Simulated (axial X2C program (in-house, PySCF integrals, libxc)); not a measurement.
Nuclear properties of PtN⁺

Computed with an in-house all-electron X2C program for linear molecules (integrals from PySCF): two-component X2C with atomic mean-field Coulomb and Gaunt terms, Gaussian nuclei, basis Pt dyall-cv3z, N dyall-av3z with contracted cores.

R = 1.633 Å (near the PBE0 minimum at charge 1 of the determinant lowest at the starting distance; the state shown can have its own minimum elsewhere).

Determinant lowest in the PBE0 search, Ω = 0 (closed shell), highest spinor 39% N p, 29% Pt s, 24% Pt d:

```json
{"level": "PBE0", "qzz Pt (a.u.)": "9.31", "qzz N (a.u.)": "-1.43"}
{"level": "HF", "qzz Pt (a.u.)": "6.19", "qzz N (a.u.)": "-1.25"}
{"level": "LDA", "qzz Pt (a.u.)": "11.38", "qzz N (a.u.)": "-1.26"}
{"level": "r2SCAN", "qzz Pt (a.u.)": "9.65", "qzz N (a.u.)": "-1.50"}
{"level": "TPSSh", "qzz Pt (a.u.)": "9.52", "qzz N (a.u.)": "-1.46"}
```

qzz is the electric field gradient, eQq0 = 234.96 MHz × Q/barn × qzz. The operators were transformed with the bare-nucleus X2C matrices; with these basis sets, hyperfine constants and field gradients can be off by tens of per cent, and where levels differ in sign neither size nor sign is settled.

Task: With Q(14N) = 0.02044 barn (Q from Pyykkö, Mol. Phys. 2018), turn the PBE0 values of the first state into constants in MHz.

Result: eQq0(14N) = 234.96 × (0.02044) × (-1.43) = -6.87 MHz.

Each state is one determinant with collinear spin. At HF a later determinant lies lower. States lie within half an eV, so the first need not be the ground state. Further determinants of the search, some of them spin-mixed, are not shown.
